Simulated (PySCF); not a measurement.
Compound: C7H10F (doublet state).
Structure used (GFN2-xTB), in Å, numbered top down from 1:
```
atom  x, y, z in Å
C1     1.880    0.488   -1.352
C2     1.768   -0.371   -0.351
C3     0.611   -0.469    0.559
C4     0.902   -0.522    1.902
C5    -0.700   -0.502    0.073
C6    -1.879   -0.509    0.989
C7    -1.010   -0.605   -1.384
F8    -2.024   -1.519   -1.606
H9     1.098    1.187   -1.595
H10    2.771    0.541   -1.954
H11    2.597   -1.024   -0.108
H12    0.140   -0.573    2.656
H13    1.922   -0.507    2.238
H14   -1.819    0.313    1.703
H15   -1.924   -1.440    1.557
H16   -2.802   -0.419    0.423
H17   -0.152   -0.940   -1.974
H18   -1.386    0.347   -1.789
```

The hyperfine couplings belong to this conformer and change with its torsions.

As a line formula: `C=CC(=C)[C](C)CF` [radical].

Theory: UKS B3LYP, pcH-1 on C F H, non-relativistic, mean-field spin-orbit, GIAO in PySCF 2.14.0. The structure is a single GFN2-xTB conformer in the gas phase; no vibrational or solvent corrections. A GFN2-xTB geometry isn't a minimum of the functional, and hyperfine couplings can be far from their values at a DFT geometry. The frame is twisted about the C2–C3 bond at this geometry (dihedral H11–C2–C3–C4 = 44°); couplings at other torsion angles weren't computed. The SCF solution wasn't tested for stability. ⟨S²⟩ is 0.779 where a pure state has 0.75.

Task: Break the g tensor into its mass correction, gauge correction and orbital-Zeeman/spin–orbit terms.

Result: 
| Δg (ppm) | 1 | 2 | 3 |
| --- | --- | --- | --- |
| relativistic mass correction | -142 | -142 | -142 |
| gauge correction | 6 | 35 | 32 |
| orbital Zeeman/spin–orbit | -67 | 317 | 724 |
| total | -203 | 210 | 614 |

So g = 2.00212, 2.00253, 2.00293 and g_iso = 2.00253; the tensor is rhombic: the two nearest values differ by 49 % of g3 − g1. 

Task: What are the electron Larmor frequencies g μB B/h along the three axes at 350 mT?

Result: 9.8077, 9.8098, 9.8117 GHz for g1, g2 and g3, a range of 4.0 MHz.

Task: At 9.695 GHz, how far is the centre of the isotropic spectrum from where a free electron (g = 2.002319) resonates?

Result: B = hν/(g μB) with μB/h = 13.99624 MHz/mT gives 345.94 mT for the free electron and 345.91 mT at g_iso, 0.04 mT lower.

Task: Average each term over the three axes. Which is largest in size?

Result: The orbital-Zeeman/spin–orbit term 324, the mass correction -142 and the gauge correction 25 ppm, for a total of 207 ppm. The orbital-Zeeman/spin–orbit term is the largest in size. The mass correction is the same along every axis, so the anisotropy comes from the other two: their spans along these axes are 29 (gauge) and 791 ppm (orbital Zeeman/spin–orbit).

Task: In a frozen sample, at which fields do the three g values resonate at 9.5, 34, 94 and 263 GHz (hyperfine left aside), and which band first spreads them over more than twice a line width of 1.0 mT?

Result: 
```json
{"band": "X", "GHz": "9.5", "B(g3) mT": "338.88", "B(g2) mT": "338.95", "B(g1) mT": "339.02", "spread mT": "0.14"}
{"band": "Q", "GHz": "34.0", "B(g3) mT": "1212.83", "B(g2) mT": "1213.08", "B(g1) mT": "1213.33", "spread mT": "0.50"}
{"band": "W", "GHz": "94.0", "B(g3) mT": "3353.13", "B(g2) mT": "3353.80", "B(g1) mT": "3354.49", "spread mT": "1.37"}
{"band": "J", "GHz": "263.0", "B(g3) mT": "9381.62", "B(g2) mT": "9383.51", "B(g1) mT": "9385.45", "spread mT": "3.83"}
```

The spread grows in proportion to the frequency. J band is the first where it exceeds 2.0 mT.

Largest spin populations (Mulliken): C4 (+0.66), C5 (+0.64) and C3 (-0.25). The positive populations add up to 1.45 and the negative ones to -0.45, together 2S = 1. The angles at C4 add up to 360.0°, so it is planar.

The HOMO–LUMO gaps are 4.74 eV among the α and 4.59 eV among the β orbitals.
